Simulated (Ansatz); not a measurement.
**Reading a saddle point**

A first-order saddle point of SiH3ClO2, closed shell, PBE0-D4/def2-TZVP, with one imaginary mode of 707i cm⁻¹:

```
7
angstrom
Si -0.5711 0.2390 0.3761
O 1.1012 0.0787 -0.3898
O -1.0892 0.6068 -1.0397
H 0.4157 0.2929 -1.1992
H -0.4252 1.1879 1.4906
Cl -0.9126 -1.5982 1.2115
H 1.4814 -0.8072 -0.4496
```

Computed with Ansatz 0.2.0 (basis: def2-TZVPP and def2-QZVPP); correlated methods freeze the cores. Extrapolation: Hartree–Fock as exp(−7.88 √X), correlation as X^−2.97.

(1) Which contacts change along the imaginary mode, and what lies on either side? (A judgement: the text doesn't fix the answer.)

(2) Which side is lower, and how far does the saddle lie above each? (To be estimated.)

The T1 diagnostic stays at or below 0.015.

Results:

(1) By the calculation: The step is SiH₃ClO₂ ([OH][SiH]([OH])[Cl]) → SiHClO ([O][SiH][Cl]) + H₂O (still joined by a long Si–O bond), with the molecules in contact on both sides. Shortening one way: O2–H4; lengthening the same way: Si1–O2, O3–H4.
```json
{"pair": "O2–H4", "one side (Å)": "2.88", "saddle (Å)": "1.08", "other side (Å)": "0.98"}
{"pair": "Si1–O2", "one side (Å)": "1.63", "saddle (Å)": "1.85", "other side (Å)": "1.93"}
{"pair": "O3–H4", "one side (Å)": "0.96", "saddle (Å)": "1.55", "other side (Å)": "2.31"}
```

(2) The calculation gives: The side with Si1–O2, O3–H4 short is lower by 209.1 kJ/mol; the saddle lies 224.9 kJ/mol above it and 15.8 kJ/mol above the other (CCSD(T) at an estimated basis limit (MP2 extrapolated from triple and quadruple zeta, plus CCSD(T) − MP2 in triple zeta); electronic energies).

Labels in which every atom is bracketed show which atoms are joined, not bond orders.

For scale, one of the runs: CCSD(T)/def2-TZVPP, 188 basis functions, launched by `ansatz run in.yaml --threads 2 --pin off --events-out ev --progress --plain --max-ram 4352MiB`. Hardware: 2 CPU threads of an Arm Neoverse V2, shared host. Wall time 64 s; peak host memory 1.9 GiB.
